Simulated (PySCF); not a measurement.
# How methods differ on the ionisation energy of Cu¹⁴⁺

Cu¹⁴⁺ [Ne] 3s2 3p3 (4S) → Cu¹⁵⁺ [Ne] 3s2 3p2 (3P), as a difference of total energies. Calculation: PySCF 2.14, in an even-tempered Gaussian basis (19 s from 1.1 bohr⁻², ratio 2.5; 12 p from 1.4 bohr⁻², ratio 2.5; 5 d from 7.1 bohr⁻², ratio 2.7; 4 f from 11 bohr⁻², ratio 2.7); the spin-free X2C one-electron Hamiltonian (Gaussian nucleus). Correlated levels: outer shells: 1s2 frozen; virtual orbitals above 40 to 60 times the deepest correlated orbital energy dropped. The calculations carry no spin-orbit coupling.

| method | ionisation energy (eV) |
| --- | --- |
| UHF | 480.26 |
| MP2 (outer shells) | 480.82 |
| SCS-MP2 (outer shells) | 480.59 |
| CCSD (outer shells) | 480.64 |
| CCSD(T) (outer shells) | 480.64 |

Task: How much does correlation contribute at CCSD(T) (outer shells)?

Result: 480.64 − (480.26) = 0.38 eV, measured against UHF.

A first-order spin-orbit estimate (lowest level to lowest level, LS coupling) adds -2.558 eV.

For comparison: 483.1 ± 0.9 eV (semi-empirical (NIST evaluation); NIST Atomic Spectra Database, ionization energies).
